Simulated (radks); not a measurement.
Results of a calculation; reference values are marked as such.
All-electron atom: Zr IX in [Ar] 3d10 4s2 4p2. Code: a radial shooting solver on a logarithmic mesh with Libxc functionals. Model: scalar-relativistic Kohn-Sham, exchange-only LDA, spin-polarised, spherical densities, point nucleus; open shells are filled with parallel spins first (spin-orbit coupling, left out, can overturn this in heavy ions). Some entries of the table are withheld. Estimate them.

orbital,occ.,eigenvalue (hartree),<1/r> (bohr^-1)
1s up,1,-658.9156,41.21
1s down,1,-658.9003,41.21
2s up,1,-95.39153,9.240
2s down,1,-95.38124,9.240
2p up,3,-85.65762,9.011
2p down,3,-85.64342,9.011
3s up,1,-19.46433,3.144
3s down,1,-19.44365,3.146
3p up,3,-16.28872,2.990
3p down,3,-16.26558,2.993
3d up,5,-11.06080,2.757
3d down,5,-11.03555,2.762
4s up,1,-6.16603,(1)
4s down,1,-6.01667,(2)
4p up,2,(3),(4)
4p down,0,(5),(6)

Answer. 
(1) 4s up <1/r> (bohr^-1): 1.230
(2) 4s down <1/r> (bohr^-1): 1.234
(3) 4p up eigenvalue (hartree): -5.24091
(4) 4p up <1/r> (bohr^-1): 1.133
(5) 4p down eigenvalue (hartree): -5.09010
(6) 4p down <1/r> (bohr^-1): 1.134
